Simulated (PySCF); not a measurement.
## Correlation energy of P(3+) (phosphorus, charge +3)

[Ne] 3s2, closed-shell 1S. Calculation: PySCF 2.14, in dyall-acv3z; scalar relativity by spin-free X2C-1e. Frozen: 1s2; 10 electrons correlated; the 15 highest virtual orbitals of each spin left out.

| level | correlation energy (mhartree) |
| --- | --- |
| CCSD | -349.07 |
| (T) | -3.40 |
| CCSD(T) | -352.47 |

Diagnostics: T1 = 0.0042, D1 = 0.0128, largest double amplitude 0.104.

Cost of the coupled-cluster step: about 14 core-seconds, for 10 correlated electrons.
